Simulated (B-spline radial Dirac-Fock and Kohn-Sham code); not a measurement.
# Binding energies of Pr⁴⁹⁺ at several levels of theory

System: praseodymium as Pr⁴⁹⁺, configuration [He] 2s2 2p6.

The density-functional columns are spherical, spin-unpolarised Dirac-Kohn-Sham results without Breit or QED terms: −ε is minus the orbital energy of the initial state and ΔSCF the difference of two total energies. The reference in the last column comes from Dirac-Fock energy differences between relaxed states, corrected for Breit and QED terms. All numbers are from a radial atomic solver, in eV; a selection of levels is shown. For the 1s level of heavy atoms much of the gap between ΔSCF and the reference is the Breit and QED part, -162.0 eV here; for other levels the error of the functional can be larger.

| level | LDA −ε | LDA ΔSCF | Dirac-Fock |
| --- | --- | --- | --- |
| 1s | 45331.7 | 45795.3 | 45636.1 |
| 2s | 10072.5 | 10187.6 | 10220.4 |
| 2p1/2 | 9763.7 | 9901.8 | 9874.8 |
| 2p3/2 | 9261.3 | 9390.4 | 9377.5 |

For the outermost level NIST gives 9378 ± 4 eV (theoretical); the differences from it are LDA −ε -116.71, LDA ΔSCF +12.36, Dirac-Fock -0.50 eV.

Values without a named source are computed, but for edge energies of neutral atoms, which are taken from tables.
